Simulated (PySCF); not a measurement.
Molecule: SMILES Fc1ccccn1, C5H4FN.

Bonds (- single, = double, # triple, : aromatic): F1-C2 1.326 Å, C2:C3 1.396 Å, C3:C4 1.389 Å, C4:C5 1.396 Å, C5:C6 1.391 Å, C6:N7 1.334 Å, N7:C2 1.308 Å. C3 carries H8; C4 carries H9; C5 carries H10; C6 carries H11.

Geometry PBE0-D3(BJ)/def2-SVP throughout; GIAO in PySCF, gas phase, one conformer, non-relativistic; equivalent atoms averaged; basis pcSseg-1.

Q: How do the shifts δ (against CFCl3, TMS, NH3 at the same level) depend on the functional? (a selection of nuclei; ppm; last column core-seconds on shared hosts with different chips, so compare them loosely; the GGAs took longer than the global hybrids here, which isn't the general rule, and the cause wasn't traced)

A: 
```tsv
functional	kind	F1	C6	C4	C5	C3	N7	H9	H10	H8	core-s
HF	Hartree–Fock	-47.3	159.0	152.9	123.1	112.2	317.7	8.12	7.08	6.92	5.3
KT2	GGA	-85.8	143.1	133.5	115.6	104.9	292.5	7.44	6.73	6.53	17
B3LYP	global hybrid	-65.7	154.9	146.0	125.9	114.4	320.7	7.65	6.95	6.73	10
PBE0	global hybrid	-63.1	154.6	145.8	125.3	114.0	315.7	7.80	7.09	6.84	11
mPW1PW91	global hybrid	-63.3	154.7	145.9	125.3	114.1	315.6	7.78	7.07	6.83	10
WP04	global hybrid	-67.6	154.4	145.2	125.6	114.8	310.8	7.47	6.84	6.62	10
B97-2	global hybrid	-64.1	151.3	142.5	122.3	111.3	307.1	7.72	7.01	6.77	11
BHandHLYP	global hybrid	-58.5	157.5	149.6	126.6	115.2	323.6	7.84	7.06	6.86	10
LC-wPBE	range-separated hybrid	-46.2	160.8	153.2	129.5	118.6	316.0	7.99	7.21	6.97	18
```

Q: Which nucleus among those listed moves most, in ppm?

A: F1 (aryl fluorine): from -85.8 ppm with KT2 to -46.2 ppm with LC-wPBE. The smallest spread is 0.44 ppm, at H8. Proton shifts span only some 12 ppm, so a few tenths of a ppm matter as much there as several ppm in carbon.
